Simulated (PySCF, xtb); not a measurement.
BH₃N, SMILES [BH]N (connectivity only; charge and spin as stated), charge +1, multiplicity 1.

Coordinates come from a TPSSh-D3(BJ)/def2-TZVP optimisation. The spin state was assumed, not searched. The isomer is the one that the SMILES or the coordinates give; other isomers of the formula were not compared.

The numbers are results of PySCF with IEF-PCM-ωB97X/def2-TZVPD, not measurements.

The values are the electrostatic part of the solvation free energy, E(continuum) − E(gas) at the gas-phase geometry, in a cavity of scaled van der Waals radii (PySCF's table); cavitation and dispersion terms are not included. In vacuum the orbital gap is 13.16 eV.

```csv
solvent,ε,ΔG(elec) (kcal/mol),gap (eV)
water,78.36,-68.7,13.05
ethanol,24.85,?,?
dichloromethane,8.93,-61.8,13.06
```

Task: Complete the blanks. (Estimate from the structure and the level; the computed values follow.)

Result: 
- ethanol, ΔG(elec) (kcal/mol): -66.8
- ethanol, gap (eV): 13.06

For comparison, GFN2-xTB/ALPB(water) (xtb, at the GFN2-xTB geometry, all terms of that model) gives -71.2 kcal/mol.
